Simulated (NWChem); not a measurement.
All runs are NWChem calculations. System: C2H4ClF, charge 0, spin multiplicity 1, at a geometry optimised with PBE0/def2-SVP. The structure started from a generated list of species. Level: CCSD(T)/STO-3G, 8 core orbitals frozen.

Job file:

```
start mol
memory heap 100 mb stack 700 mb global 1900 mb
geometry units angstroms nocenter noautoz noautosym
  C     -1.502794    -0.576745     0.221736
  C     -0.009584    -0.458370     0.336480
  F      0.593466    -1.313989    -0.522897
  Cl     0.529100     1.208405    -0.033250
  H     -1.816624    -0.335759    -0.803515
  H     -1.804758    -1.608603     0.455554
  H     -2.000537     0.109774     0.918952
  H      0.360296    -0.671711     1.351046
end
basis spherical
  * library sto-3g
end
scf
  rhf
  nopen 0
  maxiter 100
  thresh 1e-7
  semidirect memsize 60000000 filesize 0
end
tce
  freeze core 8
  ccsd(t)
  2eorb
  2emet 13
  thresh 1e-6
  maxiter 100
  tilesize 24
end
task tce energy
```

Part of the output:

```
             Northwest Computational Chemistry Package (NWChem) 7.3.0
             --------------------------------------------------------

                                NWChem Input Module
                                -------------------

 Scaling coordinates for geometry "geometry" by  1.889725989
 (inverse scale =  0.529177249)

                             Geometry "geometry" -> ""
                             -------------------------

 Output coordinates in angstroms (scale by  1.889725989 to convert to a.u.)

  No.       Tag          Charge          X              Y              Z
 ---- ---------------- ---------- -------------- -------------- --------------
    1 C                    6.0000    -1.50279400    -0.57674500     0.22173600
    2 C                    6.0000    -0.00958400    -0.45837000     0.33648000
    3 F                    9.0000     0.59346600    -1.31398900    -0.52289700
    4 Cl                  17.0000     0.52910000     1.20840500    -0.03325000
    5 H                    1.0000    -1.81662400    -0.33575900    -0.80351500
    6 H                    1.0000    -1.80475800    -1.60860300     0.45555400
    7 H                    1.0000    -2.00053700     0.10977400     0.91895200
    8 H                    1.0000     0.36029600    -0.67171100     1.35104600

 Effective nuclear repulsion energy (a.u.)     166.3587896783

            Nuclear Dipole moment (a.u.)
            ----------------------------
        X                 Y               Z
 ---------------- ---------------- ----------------
     0.0000056692    -0.0000094486     0.0000188973


 Summary of "ao basis" -> "" (spherical)
 ------------------------------------------------------------------------------
       Tag                 Description            Shells   Functions and Types
 ---------------- ------------------------------  ------  ---------------------
 *                           sto-3g                   on all atoms

 Summary of "ao basis" -> "ao basis" (spherical)
 ------------------------------------------------------------------------------
       Tag                 Description            Shells   Functions and Types
[...]
            -------------------
      Number of processors :     1
         Wavefunction type : Restricted Hartree-Fock
          No. of electrons :    42
           Alpha electrons :    21
            Beta electrons :    21
           No. of orbitals :    56
            Alpha orbitals :    28
             Beta orbitals :    28
        Alpha frozen cores :     8
         Beta frozen cores :     8
     Alpha frozen virtuals :     0
      Beta frozen virtuals :     0
         Spin multiplicity : singlet
    Number of AO functions :    28
       Number of AO shells :    18
        Use of symmetry is : off
      Symmetry adaption is : off
         Schwarz screening : 0.10D-09

          Correlation Information
          -----------------------
          Calculation type : Coupled-cluster singles & doubles w/ perturbation
   Perturbative correction : (T)
            Max iterations :      100
        Residual threshold : 0.10D-05
     T(0) DIIS level shift : 0.00D+00
     L(0) DIIS level shift : 0.00D+00
     T(1) DIIS level shift : 0.00D+00
     L(1) DIIS level shift : 0.00D+00
     T(R) DIIS level shift : 0.00D+00
     T(I) DIIS level shift : 0.00D+00
   CC-T/L Amplitude update :  5-th order DIIS
                I/O scheme : Global Array Library
        L-threshold :  0.10D-05
        EOM-threshold :  0.10D-05
 no EOMCCSD initial starts read in
 TCE RESTART OPTIONS
 SLICE:      F
 D4D5:       F
 quantumc:   F
 qrotation:  F
 pwtce:      F
 qducc:      F
 nacto:                         0
 nrotv:                         0
 nrot:                          0

            Memory Information
            ------------------
          Available GA space size is     249036016 doubles
          Available MA space size is     104855940 doubles

 Maximum block size supplied by input
 Maximum block size        24 doubles

 tile_dim =     13

 -------------------------------------------------

 Global array virtual files algorithm will be used

 Parallel file system coherency ......... OK

 4-electron integrals stored in orbital form

 v2    file size   =            67362
 4-index algorithm nr.  13 is used
 imaxsize =       30
 imaxsize ichop =        0


CCSD iterations
 ---------------------------------------------------------
 Iter          Residuum       Correlation     Cpu    Wall
 ---------------------------------------------------------
    1   0.1439196429690  -0.1273886133086     0.0     0.0
    2   0.0521895754723  -0.1544364437256     0.0     0.0
    3   0.0214468251649  -0.1625065030320     0.0     0.0
    4   0.0094074316594  -0.1654377931447     0.0     0.0
    5   0.0043209433582  -0.1665952086052     0.0     0.0
    6   0.0005032068280  -0.1674482829521     0.0     0.0
    7   0.0001820844057  -0.1674364761435     0.0     0.0
    8   0.0000862315455  -0.1674406222779     0.0     0.0
    9   0.0000415138807  -0.1674396700923     0.0     0.0
   10   0.0000214589362  -0.1674400969851     0.0     0.0
   11   0.0000050428942  -0.1674399706244     0.0     0.0
   12   0.0000020900466  -0.1674403658640     0.0     0.0
   13   0.0000009545455  -0.1674404973021     0.0     0.0
 -----------------------------------------------------------------
 Iterations converged
 CCSD correlation energy / hartree =        -0.167440497302080
 CCSD total energy / hartree       =      -629.923557676273958

 Singles contributions

 Doubles contributions
 CCSD(T)
 Using plain CCSD(T) code

 CCSD[T]  correction energy / hartree =        -0.002405887291649
 CCSD[T] correlation energy / hartree =        -0.169846384593730
 CCSD[T] total energy / hartree       =      -629.925963563565574
 CCSD(T)  correction energy / hartree =        -0.002138292097835
 CCSD(T) correlation energy / hartree =        -0.169578789399915
 CCSD(T) total energy / hartree       =      -629.925695968371770

 Task  times  cpu:        1.2s     wall:        1.2s

 Total times  cpu:        1.2s     wall:        1.2s
```
